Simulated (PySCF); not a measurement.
Si(H)(PH2)3 (H7P3Si), SMILES P[SiH](P)P.

Coordinates come from a PBE-D3(BJ)/def2-SVP optimisation. The structure was generated by enumeration, and PubChem lists no compound with its InChIKey, so it may never have been made. Other conformers were not sampled.

Computed with PBE-D3(BJ)/def2-SVP in PySCF.

Frequencies are harmonic and unscaled.

Computed vibrational spectrum:
```tsv
mode	ν (cm⁻¹)	IR (km/mol)	moving atoms (share of kinetic energy)
1	105	1.0	P 69 %, H 21 %, Si 10 %
2	106	1.6	P 74 %, H 15 %, Si 11 %
3	122	5.4	H 90 %, P 9 %
4	136	2.0	H 69 %, P 17 %, Si 15 %
5	144	5.5	H 80 %, P 15 %
6	149	8.0	H 47 %, P 33 %, Si 20 %
7	356	2.1	P 66 %, Si 26 %, H 8 %
8	453	12.3	Si 50 %, P 41 %, H 9 %
9	463	12.1	Si 52 %, P 35 %, H 13 %
10	535	21.7	H 98 %
11	549	20.8	H 97 %
12	588	1.6	H 95 %
13	670	11.7	H 86 %, P 9 %
14	692	35.2	H 85 %, Si 10 %
15	716	13.6	H 89 %
16	763	62.5	H 90 %
17	789	48.6	H 92 %
18	1039	1.1	H 97 %
19	1044	13.9	H 97 %
20	1046	26.6	H 97 %
21	2137	76.9	H 97 %
22	2300	29.8	H 97 %
23	2306	3.9	H 97 %
24	2308	48.7	H 97 %
25	2322	34.2	H 97 %
26	2325	41.6	H 97 %
27	2326	44.8	H 97 %
```
